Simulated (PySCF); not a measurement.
Computed properties of C6H5, SMILES c1c[c]ccc1

C6H5, SMILES c1cc[c]cc1 (connectivity only; charge and spin as stated), charge +1, multiplicity 1. Geometry: B3LYP-D3(BJ)/def2-SVP. The spin state was assumed, not searched. The isomer is the one that the SMILES or the coordinates give; other isomers of the formula were not compared. Other conformers were not sampled. All values are computed for the isolated molecule unless a solvent is named; none is compared with measurement here.

**Structure.** The optimised structure has C2v symmetry. All 27 harmonic modes at B3LYP-D3(BJ)/def2-SVP (PySCF) are real, so it is a minimum. With heavy atoms numbered as in [c:1]1[cH:2][cH:3][cH:4][cH:5][cH:6]1, the shortest bond between them is C1–C2 at 1.329 Å and the longest C5–C6 at 1.436 Å.

**Vibrations.** The strongest infrared lines (harmonic, unscaled, degenerate partners summed) lie at 3223 cm⁻¹ (226 km/mol, H 91 %, C 9 %), 704 cm⁻¹ (133 km/mol, H 80 %, C 20 %), 3221 cm⁻¹ (40 km/mol, H 91 %, C 9 %). The softest mode is at 391 cm⁻¹ and the zero-point energy is 53.2 kcal/mol.

**Electronic structure.** ωB97X/def2-TZVP (PySCF) places the frontier levels at -15.73 and -7.06 eV, a gap of 8.67 eV and a mean polarisability of 56.9 bohr³. PBE/def2-TZVP (PySCF) at the same geometry gives -12.57 and -10.43 eV, so its gap is 6.53 eV narrower. An orbital gap is neither the optical nor the fundamental gap.

**Excitations.** TDA-ωB97X/def2-SVPD (PySCF) has S1 at 2.43 eV (510 nm, f = 0.000, dark); the most intense of the 10 singlets computed lies at 8.10 eV (f = 0.23). T1 (TDA) is at 2.16 eV, 0.27 eV under S1. TDA-PBE/def2-SVPD (PySCF) puts S1 at 2.20 eV.

**NMR.** GIAO shifts at HF/pcSseg-1 (PySCF) (non-relativistic, atoms alike by connectivity averaged): ¹³C from 100.4 to 374.4 ppm against TMS; ¹H from 8.8 to 9.3 ppm against TMS.

**Solvation.** SMD-PBE0/def2-SVP (PySCF) gives -58.9 kcal/mol in water, -61.3 kcal/mol in acetone, -60.1 kcal/mol in 2-propanol (1 M in both phases, gas-phase geometry); of these solvents acetone holds the molecule best.
